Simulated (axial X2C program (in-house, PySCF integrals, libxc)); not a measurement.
**BeSi⁺: from Re and ωe to a spectrum**

A bond curve at the PBE0 level, two-component, was computed with an in-house all-electron X2C program for linear molecules (integrals from PySCF) (basis Si dyall-v3z [8s7p2d1f], Be dyall-cv3z [8s8p3d1f] (cores contracted in-house)) for the state Ω = 1/2 (⟨Sz⟩ = -0.50, ⟨Lz⟩ = 1.00 at PBE0). Its fit gives Re = 2.2835 Å, ωe = 463.4 cm⁻¹, ωexe = 4.91 cm⁻¹ and αe = 6.897e-03 cm⁻¹; the masses are 27.9769 and 9.0122 u. Two-component means X2C with spin–orbit coupling and atomic mean-field Coulomb and Gaunt terms.

(1) Find the reduced mass, Be and the force constant.

(2) Estimate De from a Morse curve and compare with the computed well depth of 2.143 eV to Si+ + Be.

(3) Where do the fundamental and the first overtone lie?

(4) A Morse curve ties αe to the other constants (Pekeris). How well does that hold?

(5) Estimate the centrifugal constant by the Kratzer relation.

The state is one determinant whose occupation by symmetry is held fixed; it was picked as the lowest of a PBE0 search that is not exhaustive. De is counted from the lowest determinant-based energies of the atoms at the same level, without counterpoise correction. Density functionals use the spin component along the axis (collinear). The 2c atoms are single determinants rather than J levels; their spin–orbit lowering is only partly caught, and De is too large by that part. This holds for PBE0. Without a current term, density functionals place determinants with orbital angular momentum somewhat too high.

Answers

(1) From the PBE0 values: μ = 6.8164 u. Be = 16.8576/(μ Re²) = 0.4743 cm⁻¹. k = 5.8918×10⁻⁷ μ ωe² = 0.862 mdyn/Å.

(2) De(Morse) = ωe²/(4ωexe) = 1.356 eV against 2.143 eV computed, a ratio of 0.63. The extrapolation falls short: long-range attraction (ionic or ion–induced dipole) or a change of character along the curve can cause this.

(3) ν(1←0) = ωe − 2ωexe = 453.6 cm⁻¹; ν(2←0) = 2ωe − 6ωexe = 897.3 cm⁻¹.

(4) αe(Morse) = 6Be²/ωe × (√(ωexe/Be) − 1) = 6.459e-03 cm⁻¹; the PBE0 curve gives 6.897e-03 cm⁻¹, a ratio of 0.94.

(5) D = 4Be³/ωe² = 1.99e-06 cm⁻¹.
